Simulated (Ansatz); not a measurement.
`[SiH3][Si]1(Cl)C=C1` + `OC(S)S` → `OC(S)S[SiH3]` + `Cl[SiH]1C=C1`  (cleavage of the Si–Si bond)

Calculated with Ansatz (gas phase, PBE0-D4/def2-TZVP geometries, no zero-point term in ΔE). CBS: MP2 limit from def2 TZ/QZ plus the TZ coupled-cluster correction, frozen cores. Functionals use def2-TZVPP. B3LYP here is the variant with VWN-RPA as its local correlation; programs differ in this. One conformer a species, not always the lowest.

| level | ΔE (kJ/mol) | difference from CCSD(T)/CBS |
| --- | --- | --- |
| PBE-D4 | -38.3 | 12.6 |
| r2SCAN-D4 | -47.4 | 3.5 |
| PBE0-D4 | -42.6 | 8.3 |
| B3LYP-D4 | -46.8 | 4.1 |
| ωB97X-V | -49.0 | 1.9 |
| ωB97M-V | -53.2 | -2.3 |
| B2PLYP | -50.5 | 0.4 |
| PBE | -37.8 | 13.1 |
| r2SCAN | -47.3 | 3.6 |
| PBE0 | -42.4 | 8.5 |
| B3LYP | -46.1 | 4.8 |
| HF/def2-TZVPP | -58.3 | -7.4 |
| MP2/def2-TZVPP | -56.5 | -5.6 |
| SCS-MP2/def2-TZVPP | -55.9 | -5.0 |
| CCSD/def2-TZVPP | -49.8 | 1.1 |
| CCSD(T)/def2-TZVPP | -48.9 | 2.0 |
| HF/def2-QZVPP | -58.6 | -7.7 |
| MP2/def2-QZVPP | -57.7 | -6.8 |
| SCS-MP2/def2-QZVPP | -57.2 | -6.3 |
| HF/CBS(def2) | -58.6 | -7.7 |
| MP2/CBS(def2) | -58.5 | -7.6 |
| CCSD/CBS(def2) | -51.7 | -0.8 |
| CCSD(T)/CBS | -50.9 | 0 |

Largest T1 diagnostic among the species: 0.012.

From PBE to PBE0 (25 % exact exchange), in def2-TZVPP and without D4, ΔE moves by −4.6 kJ/mol.
